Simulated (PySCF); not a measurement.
Input of a run (PBE0-D3(BJ)/def2-SVP geometry optimisation, gas phase (PySCF 2.14.0)), started from GFN2-xTB:
```
{"job": {"xc": "PBE0", "basis": "def2-SVP", "d3": "d3bj", "grid": 1, "shake": 0.01, "kind": "geom"}, "charge": 0, "multiplicity": 1}
C      2.232520     0.127740     0.382720
B      0.653220     0.034640     0.117520
O      0.073370    -0.847270    -0.765390
C     -1.273930    -0.667310    -0.758550
C     -1.564030     0.459640     0.254660
O     -0.282570     0.823540     0.735860
H      2.430850     0.498330     1.385480
H      2.724930    -0.793700     0.221330
H      2.659450     0.871010    -0.289540
H     -1.785420    -1.612230    -0.449680
H     -1.642130    -0.406000    -1.756310
H     -2.017900     1.345130    -0.189500
H     -2.202550     0.149580     1.101070
```

Output (energies in Eh, forces in Eh/bohr):
```
step   0  E = -293.37929468  max force = 0.044648
step   1  E = -293.38380796  max force = 0.014308
step   2  E = -293.38418193  max force = 0.006018
step   3  E = -293.38424720  max force = 0.001862
step   4  E = -293.38425985  max force = 0.000378
optimisation converged
```

Q: Summarise the run.

A: The energy falls by 13.0 kJ/mol over 5 energy and gradient evaluations, the largest force component goes from 0.0446 to 3.8e-04 Eh/bohr, and the atoms move by 0.096 Å rms after alignment. The bond that changes most is O3–C4 (boron-bound oxygen to sp3 carbon bound to oxygen), which lengthens by 0.056 Å. Bonds longer at the end by more than 0.005 Å: 6 of 13; shorter: 3. Among the angles that change most is H7–C1–H9, from 105.4° to 107.9°. Among the dihedrals that turn most is H9–C1–B2–O3, from 92° to 77°. The energy never rose by more than 1e-6 Eh on the way. The first step brought 91 % of the lowering.

Q: What are the final bond lengths?

A: C1–B2 1.561 Å, B2–O3 1.369 Å, O3–C4 1.415 Å, C4–C5 1.544 Å, C5–O6 1.415 Å, B2–O6 1.369 Å, C1–H7 1.099 Å, C1–H8 1.099 Å, C1–H9 1.103 Å, C4–H10 1.102 Å, C4–H11 1.102 Å, C5–H12 1.102 Å, C5–H13 1.102 Å. Numbering counts from 1 in the input's order; the species is `CB1OCCO1`.

The run used 119 basis functions and 36 SCF cycles in all. On Arm Neoverse V2, one thread, on a shared host, this took 21 s wall and 0.51 GiB of memory at its peak.

Not checked by PBE0-D3(BJ)/def2-SVP frequencies.
